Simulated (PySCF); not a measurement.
Correlation energy of Au (gold, neutral)

[Xe] 4f14 5d9 6s1 6p1, one real determinant (an excited configuration). Calculation: PySCF 2.14, in def2-TZVPPD with the def2 core potential (60 electrons); a scalar-relativistic core potential. Frozen: 5s2 5p6; 11 electrons correlated.

```json
{"level": "CCSD", "correlation energy (mhartree)": "-293.49"}
{"level": "(T)", "correlation energy (mhartree)": "-10.44"}
{"level": "CCSD(T)", "correlation energy (mhartree)": "-303.93"}
```

Diagnostics: T1 = 0.011, D1 = 0.0431, largest double amplitude 0.052.

The real determinant used has ⟨L²⟩ near 8 against 12 for a pure F term, so it mixes terms. Spin-orbit coupling, absent here, splits the open shell strongly.

Cost of the coupled-cluster step: roughly 8 core-seconds, for 11 correlated electrons.

Iterations:

```
CC2 = 0
CCSD nocc = (np.int64(7), np.int64(4)), nmo = (55, 55)
frozen orbitals [[0, 1, 2, 3], [0, 1, 2, 3]]
max_cycle = 100
direct = 0
conv_tol = 1e-08
conv_tol_normt = 1e-06
diis_space = 8
diis_start_cycle = 0
Init t2, MP2 energy = -0.307455556866394
Init E_corr(UCCSD) = -0.307455556866489
cycle = 1  E_corr(UCCSD) = -0.287771369628257  dE = 0.0196841872  norm(t1,t2) = 0.0497138
cycle = 2  E_corr(UCCSD) = -0.292352366194341  dE = -0.00458099657  norm(t1,t2) = 0.0170219
cycle = 3  E_corr(UCCSD) = -0.292813524136551  dE = -0.000461157942  norm(t1,t2) = 0.0102953
cycle = 4  E_corr(UCCSD) = -0.29337544279931  dE = -0.000561918663  norm(t1,t2) = 0.00539644
cycle = 5  E_corr(UCCSD) = -0.293386667833764  dE = -1.12250345e-05  norm(t1,t2) = 0.00375411
cycle = 6  E_corr(UCCSD) = -0.293403890844302  dE = -1.72230105e-05  norm(t1,t2) = 0.0022758
cycle = 7  E_corr(UCCSD) = -0.293512556268439  dE = -0.000108665424  norm(t1,t2) = 0.00156161
cycle = 8  E_corr(UCCSD) = -0.293481512298273  dE = 3.10439702e-05  norm(t1,t2) = 0.000491982
cycle = 9  E_corr(UCCSD) = -0.293484320436226  dE = -2.80813795e-06  norm(t1,t2) = 9.03613e-05
cycle = 10  E_corr(UCCSD) = -0.293485975274593  dE = -1.65483837e-06  norm(t1,t2) = 2.1425e-05
cycle = 11  E_corr(UCCSD) = -0.293485621714912  dE = 3.53559681e-07  norm(t1,t2) = 8.12945e-06
cycle = 12  E_corr(UCCSD) = -0.293485690281738  dE = -6.85668256e-08  norm(t1,t2) = 3.54993e-06
cycle = 13  E_corr(UCCSD) = -0.293485671735325  dE = 1.85464123e-08  norm(t1,t2) = 1.58986e-06
cycle = 14  E_corr(UCCSD) = -0.293485673149828  dE = -1.41450235e-09  norm(t1,t2) = 4.53229e-07
UCCSD converged
E(UCCSD) = -134.9057893151839  E_corr = -0.2934856731498278
UCCSD(T) correction = -0.0104391151583372
```

The reference is one real determinant that mixes LS terms of this configuration.
